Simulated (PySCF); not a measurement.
**Exercise with solution: dipole moment from atomic charges**

Nb(F)4(Me) (CH₃F₄Nb), SMILES [CH3][Nb]([F])([F])([F])[F], multiplicity 1. Atoms are numbered in the order given.

```xyz
9

Nb     0.0561     0.0492    -0.0397
F      1.3848    -0.4813     1.1748
F     -1.3747     0.5183    -1.1606
F      0.0554     1.7516     0.6894
F      1.0249    -0.6151    -1.4695
C     -1.2646    -1.3284     0.8907
H     -0.7162    -2.0825     1.4741
H     -1.9128    -1.7991     0.1346
H     -1.8975    -0.7268     1.5696
```
Charge 0, spin multiplicity 1.

Geometry: r2SCAN-D4/def2-SVP. The multiplicity is an assumed one; no other spin state was optimised. The structure was generated by enumeration; whether it is a known compound was not checked. The def2 effective core potentials stand for the cores of Nb; spin–orbit coupling is left out.

Charges (e) from PBE/def2-TZVP (PySCF):

```
atom  ESP fit  Mulliken
----  -------  --------
Nb1     1.494     1.558
F2     -0.354    -0.386
F3     -0.355    -0.384
F4     -0.315    -0.365
F5     -0.310    -0.367
C6     -0.831    -0.559
H7      0.224     0.170
H8      0.224     0.168
H9      0.221     0.165
```

The dipole moment of the full density is 1.59 D.

**Question.** What dipole moment does each set of point charges give, and which comes closer to that of the density?

**Answer.** 
μ = Σ q r, and 1 e Å = 4.8032 D.
ESP fit: Σ q r = (-0.211, -0.227, 0.142) e Å, |μ| = 1.64 D.
Mulliken: Σ q r = (-0.365, -0.384, 0.252) e Å, |μ| = 2.82 D.
ESP fit comes closer in size. Point charges leave out the atoms' own dipoles (lone pairs, polarised bonds); fits to the potential absorb them, partitions of the density don't.
